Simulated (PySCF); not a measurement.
# Multinuclear NMR of C5H2F3NO

Structure with atom numbers: `[NH2:1][C:2](=[O:3])[C:4]#[C:5][C:6]([F:7])=[C:8]([F:9])[F:10]`; H(Xn) means a hydrogen on atom n. Ha(N1) is cis to the C=O or C=S heteroatom; Hb(N1) is trans to the C=O or C=S heteroatom.

Computed data (PySCF): GFN2-xTB structure, shieldings: GIAO PBE0/pcSseg-1. In vacuum, relativity neglected, single conformer.

(1) What are the 19F shifts?

(2) What are the 15N shifts?

(3) What are the 17O shifts?

## Answers

(1) 
| atoms | environment | σ (ppm) | δ (ppm) |
| --- | --- | --- | --- |
| F9 | vinylic fluorine | 246.2 | -76.2 |
| F10 | vinylic fluorine | 273.5 | -100.7 |
| F7 | vinylic fluorine | 361.8 | -180.5 |

Shieldings were converted by a linear fit to measured shifts: 19F: δ = 146.13 − 0.903σ +14.6 on sp3 carbon (rms 6.0 ppm, 223 shifts, 7.0 ppm with the 5 outliers that the fit left out vs CFCl3, solution or neat liquid). Occasional misses reach two or three times the rms, and more in compound classes unlike the fitted ones.

On a 300 MHz spectrometer 19F resonates near 282.3 MHz, so 1 ppm is 282.3 Hz.

(2) 
| atoms | environment | σ (ppm) | δ (ppm) |
| --- | --- | --- | --- |
| N1 | amide-type nitrogen | 146.7 | -283.3 |

Shieldings were converted by a linear fit to measured shifts: 15N: δ = -148.07 − 0.921σ (rms 6.3 ppm, 71 shifts vs CH3NO2, solution or neat liquid). A few per cent of atoms miss by over 2 rms, more outside the fitted compound classes.

On a 400 MHz spectrometer 15N resonates near 40.5 MHz, so 1 ppm is 40.5 Hz.

(3) 
| atoms | environment | σ (ppm) | δ (ppm) |
| --- | --- | --- | --- |
| O3 | amide-type carbonyl oxygen | -94.7 | 353.0 |

Shieldings were converted by a linear fit to measured shifts: 17O (scatter 10.7 ppm rms, 12.2 ppm with the 3 outliers that the fit left out vs liquid water, solution or neat liquid). A few per cent of atoms miss by over 2 rms, more outside the fitted compound classes.

On a 600 MHz spectrometer 17O resonates near 81.3 MHz, so 1 ppm is 81.3 Hz.

Hydrogen bonding in solution shields acid and N–H amide carbonyl oxygens by tens of ppm.
